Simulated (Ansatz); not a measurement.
Compare A (`CC1(Cl)O[SiH2]1`) with its isomer B (`OC1(Cl)C[SiH2]1`).

Computed with Ansatz on PBE0-D4/def2-TZVP structures; ΔE is electronic, products minus reactants. CCSD(T)/CBS adds triple-zeta CCSD(T) − MP2 to the extrapolated MP2 energy (def2 sets, frozen cores). Functionals use def2-TZVPP. B3LYP here is the variant with VWN-RPA as its local correlation; programs differ in this. One conformer a species, not always the lowest.

A:

```xyz
10

C     0.597   -0.382    1.219
C    -0.418    0.030    0.201
Cl   -2.078   -0.236    0.799
O    -0.240    1.361   -0.310
Si   -0.194    0.274   -1.584
H     0.475   -1.434    1.476
H     1.604   -0.225    0.827
H     0.477    0.219    2.125
H    -1.344    0.271   -2.509
H     1.120    0.120   -2.246
```

B:

Z-matrix (Å, degrees):
```
C
Cl 1 1.793
C 1 1.532 2 112.7
O 1 1.369 2 113.4 3 137.3
Si 1 1.858 2 117.3 3 -73.6
H 3 1.084 1 117.1 2 2.6
H 3 1.087 1 113.7 2 139.0
H 4 0.966 1 108.5 2 -71.1
H 5 1.477 1 119.0 2 -152.4
H 5 1.475 1 118.5 2 -1.4
```

(1) Which isomer does CCSD(T)/CBS put lower? Give the gap. (Estimate.)

(2) Give E(B) − E(A) in kJ/mol with PBE0-D4, B3LYP-D4, ωB97M-V, MP2/def2-TZVPP, CCSD(T)/def2-SVP, r2SCAN-D4, B2PLYP. (An estimate is asked.)

(3) Does the order hold for the free energy at 298.15 K (harmonic terms from PBE0-D4)? (Best estimate.)

Largest T1 diagnostic: 0.013.

Results:

(1) Computed: A, by 101.2 kJ/mol.

(2) The calculation gave: PBE0-D4 90.9, B3LYP-D4 100.2, ωB97M-V 96.9, MP2/def2-TZVPP 104.9, CCSD(T)/def2-SVP 91.6, r2SCAN-D4 99.8, B2PLYP 104.1. None reverses the order clearly.

(3) Ansatz gave: Yes: G(B) − G(A) = +99.1 kJ/mol, for one conformer each.

From r2SCAN to r2SCAN0 (25 % exact exchange), in def2-TZVPP and without D4, E(B) − E(A) moves by −3.2 kJ/mol. Leaving LDA and LC-ωPBE aside and taking each functional with its dispersion term where it has one, the values spread over 13.3 kJ/mol, from PBE0-D4 to B2PLYP. LDA lies −7.7 kJ/mol from PBE without D4.
